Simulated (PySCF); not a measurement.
Mo(NH)2(CH2SiH3)2, C2H12MoN2Si2 (singlet state).
Bonds: Mo1–N2, Mo1–N4, Mo1–C6, Mo1–C13, C6–Si7, C13–Si14. Hydrogens: H3 on N2; H5 on N4; H8, H9 on C6; H10, H11, H12 on Si7; H15, H16 on C13; H17, H18, H19 on Si14.

The calculation used PySCF 2.14.0, PBE0-D3(BJ)/def2-SVP geometry optimisation, gas phase, def2 core potentials past Kr.

Give the optimised bond lengths and angles.

```csv
bond,length (Å)
"Mo1–N2, Mo1–N4",1.722
"Mo1–C6, Mo1–C13",2.104
"N2–H3, N4–H5",1.019
"C6–Si7, C13–Si14",1.877
C6–H8 and 3 like bonds,1.106
Si7–H10 and 5 like bonds,1.496
```

Bonds in one row agree within 0.01 Å and their mean is given. A selection of angles:
```csv
angle,degrees
N2–Mo1–N4,112.2
N2–Mo1–C6,107.6
C6–Mo1–C13,116.1
Mo1–N2–H3,153.2
Mo1–C6–Si7,116.8
Mo1–C6–H8,106.1
Mo1–C6–H9,106.8
Si7–C6–H8,108.8
H8–C6–H9,109.0
C6–Si7–H10,110.6
H10–Si7–H11,108.7
H10–Si7–H12,107.8
```

Torsions: N2–Mo1–C6–Si7 61° (synclinal); N2–Mo1–C13–Si14 -60° (synclinal); H3–N2–Mo1–N4 0° (synperiplanar); H5–N4–Mo1–N2 0° (synperiplanar).

Mo1 (molybdenum bonded to 2 C and 2 N) is distorted tetrahedral (angles from 106.8° to 116.1°). Si7 (silicon bonded to C and 3 H) is tetrahedral (angles from 107.8° to 111.4°).

Point group: near C2v, missed by 0.14 Å at most; the miss may be what the optimiser left on a soft mode (Cs holds within 0.08 Å). PBE0-D3(BJ)/def2-SVP frequencies: not computed here. Torsions: N4–Mo1–N2–H 0°, N2–Mo1–N4–H 0°, N2–Mo1–C6–Si7 61°, N2–Mo1–C13–Si14 -60°.

Time: 3.9 min; peak memory 0.81 GiB. Hardware: Arm Neoverse V1, one thread, on a shared host. This is the geometry optimisation.
